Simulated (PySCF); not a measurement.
**Electronic structure of V²⁺ (vanadium, charge +2) at the UHF level**

Configuration: [Ar] 3d3, high-spin 4F determinant. Computed with PySCF 2.14 in cc-pVTZ, with the non-relativistic Hamiltonian (point nucleus).

```
Total energy                                     : -942.186783 hartree
One-electron energy                              : -1280.8205 hartree
Hartree (Coulomb) energy                         : 382.6200 hartree
Exchange energy                                  : -43.9863 hartree
Kinetic energy                                   : 942.20225 hartree
⟨S²⟩                                             : 3.7525
⟨L²⟩                                             : 12.033
Sum of ⟨r⟩                                       : 14.25 bohr
Sum of ⟨r²⟩                                      : 16.33 bohr²
Density at the nucleus (Gaussians lack the cusp) : 8110 bohr⁻³
Spin density at the nucleus                      : -0.243 bohr⁻³
Langevin diamagnetic susceptibility              : -12.9 ×10⁻⁶ cm³/mol
Time after the integrals                         : 0.4 s of wall time on 1 thread of Neoverse-V2 (shared host)
```

```json
{"shell": "1s α", "electrons": "1", "mean orbital energy (eV)": "-5499.8", "rms radius, mean of both spins (bohr)": "0.0776"}
{"shell": "1s β", "electrons": "1", "mean orbital energy (eV)": "-5499.7", "rms radius, mean of both spins (bohr)": "0.0776"}
{"shell": "2s α", "electrons": "1", "mean orbital energy (eV)": "-666.79", "rms radius, mean of both spins (bohr)": "0.335"}
{"shell": "2s β", "electrons": "1", "mean orbital energy (eV)": "-665.09", "rms radius, mean of both spins (bohr)": "0.335"}
{"shell": "2p α", "electrons": "3", "mean orbital energy (eV)": "-562.07", "rms radius, mean of both spins (bohr)": "0.304"}
{"shell": "2p β", "electrons": "3", "mean orbital energy (eV)": "-560.36", "rms radius, mean of both spins (bohr)": "0.304"}
{"shell": "3s α", "electrons": "1", "mean orbital energy (eV)": "-105.72", "rms radius, mean of both spins (bohr)": "1.03"}
{"shell": "3s β", "electrons": "1", "mean orbital energy (eV)": "-99.822", "rms radius, mean of both spins (bohr)": "1.03"}
{"shell": "3p α", "electrons": "3", "mean orbital energy (eV)": "-74.943", "rms radius, mean of both spins (bohr)": "1.11"}
{"shell": "3p β", "electrons": "3", "mean orbital energy (eV)": "-67.680", "rms radius, mean of both spins (bohr)": "1.11"}
{"shell": "3d α", "electrons": "3", "mean orbital energy (eV)": "-30.472", "rms radius, mean of both spins (bohr)": "1.42"}
```
